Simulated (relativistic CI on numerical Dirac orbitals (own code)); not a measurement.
A reference radial Dirac CI calculation of K IV gave the lowest total energy -598.35302 Ha in 30 SCF steps, from this input:

```
atom K  Z=19  charge=3  electrons=16
nucleus A=39  rms_radius_fm=3.4349
hamiltonian dirac-coulomb  breit=on  qed=on  c_scale=1
orbitals kli  potential=per-configuration
slater_scale 1
correlation none
mixing on
grid step=0.0125 r_max=25.7
scf mixing=0.4 start=green max_iterations=150 tolerance=2e-08 node_fill=0.05
configurations
  [Ne] 3s2 3p4
  [Ne] 3s 3p5
  [Ne] 3s2 3p3 3d
end
```

One setting was then changed, and the output read:

```
SCF 1: [Ne] 3s2 3p4
 iter      energy (Ha)   residual   last orbital (Ha)
    1      -594.063961   1.54e+00     -3.31371
    2      -597.625132   6.91e-01     -2.64693
error: SCF of 1s2 2s2 2p6 3s2 3p4 did not converge
end: not converged
```

**Question.** Which setting was changed?
A. Slater scale
B. iteration limit
C. nuclear radius
D. grid step

**Answer.** B. The iteration limit 2. This setting is bad on purpose; its numbers may not be properties of the ion.
